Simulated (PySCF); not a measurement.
# Electronic absorption of C5H5FP2

Compound: C5H5FP2.
Bonds: C1–C2, C2–C3 (aromatic), C3–P4 (aromatic), P4–C5 (aromatic), C5–F6, C5–P7 (aromatic), P7–C8 (aromatic), C2–C8 (aromatic). Hydrogens: H9, H10, H11 on C1; H12 on C3; H13 on C8.

Method used: TDDFT CAM-B3LYP/def2-SVPD, vertical, gas phase, core orbitals frozen in the response in PySCF. Isolated species at its GFN2-xTB geometry, gas phase.

```csv
state,E (eV),ν̃ (cm⁻¹),f,|μ| (D),"main configurations (H = HOMO, L = LUMO)"
S1,4.11,33130,0.0092,0.77,"H→L (70%), H-1→L+1 (27%)"
S2,4.45,35860,0.020,1.08,H-2→L (98%)
S3,4.73,38140,0.021,1.09,"H-1→L (66%), H→L+1 (30%)"
S4,4.85,39120,0.0001,0.05,H-2→L+1 (98%)
S5,5.32,42880,0.266,3.63,"H→L+1 (65%), H-1→L (28%)"
S6,5.46,44000,0.338,4.04,"H-1→L+1 (65%), H→L (25%)"
S7,5.57,44910,0.0002,0.10,H-3→L (96%)
S8,6.03,48670,0.0095,0.65,H-3→L+1 (97%)
```

Triplets, Tamm–Dancoff:

| state | E (eV) | λ (nm) | main configurations (H = HOMO, L = LUMO) |
| --- | --- | --- | --- |
| T1 | 2.86 | 434.2 | H-1→L (64%), H→L+1 (28%) |
| T2 | 3.35 | 369.6 | H→L (90%) |
| T3 | 3.57 | 347.3 | H→L+1 (67%), H-1→L (30%) |

The lowest singlet comes at 302 nm (396 kJ/mol) in the ultraviolet; it is weak; its leading configuration is HOMO→LUMO (70%). The most intense listed level is S6 at 5.46 eV (227 nm, f = 0.338), 1.35 eV above S1. Löwdin shares by element: HOMO carbon 40% or more, phosphorus 15% or more, fluorine 13% (atoms not listed hold the other 31%); LUMO phosphorus 42%, carbon 36% or more (atoms not listed hold the other 22%). Orbital energies (eV): HOMO-3 -10.22, HOMO-2 -9.04, HOMO-1 -8.65, HOMO -8.50, LUMO -1.22, LUMO+1 -0.68, LUMO+2 1.03. The oscillator strengths of these states sum to 0.664; summed over the whole spectrum of an exact calculation they would give the number of electrons, 74 (Thomas–Reiche–Kuhn). Of the 8 states listed, 4 reach f = 0.01 and 2 stay under 0.0005. Only the lowest 8 singlets were computed, as vertical energies without vibronic structure.
